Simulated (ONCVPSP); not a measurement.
Transferability test, ONCV potential for Au

- Element: gold (Au)
- Generator: ONCVPSP 4.0.1
- Type: optimised norm-conserving Vanderbilt (ONCV)
- Functional: PBE
- Relativity: scalar-relativistic
- Frozen core: [Xe] 4f14
- Valence charge: 11
- Reference configuration: 5d9 6s2
- Partial waves: 6s: rc 2.40 bohr, ncon 4, nbas 7, qcut 2.7 1/bohr, 3 projectors, debl 1.2 Ha; p scattering state at 0.19 Ha: rc 2.05 bohr, ncon 4, nbas 7, qcut 4.5 1/bohr, 1 projector; 5d: rc 1.65 bohr, ncon 3, nbas 7, qcut 9.9 1/bohr, 2 projectors, debl 1 Ha
- Local potential: polynomial inside 1.25 bohr (lpopt 3, dvloc0 4 Ha)
- Core correction: Teter function, fcfact 5.75, rcfact 1.6

Energies are relative to the spin-unpolarised reference configuration 5d9 6s2; without spin polarisation the order of configurations can differ from experiment.

Task: Give the all-electron excitation energy and the error of the potential for: 5d10 6s1; 5d10 6s0; 5d9 6s0; 5d7 6s0.

Result:

```csv
valence configuration,charge,ΔE all-electron (eV),error AE − PS (meV)
5d10 6s1,0,-1.693,-57
5d10 6s0,+1,7.716,-174
5d9 6s0,+2,28.925,-248
5d7 6s0,+4,110.514,-1083
```

Note: no bound ghost flagged but for a GHOST(-) flag that falls on a real empty level of the atom; GHOST(+) flagged for s at 41.6 eV.
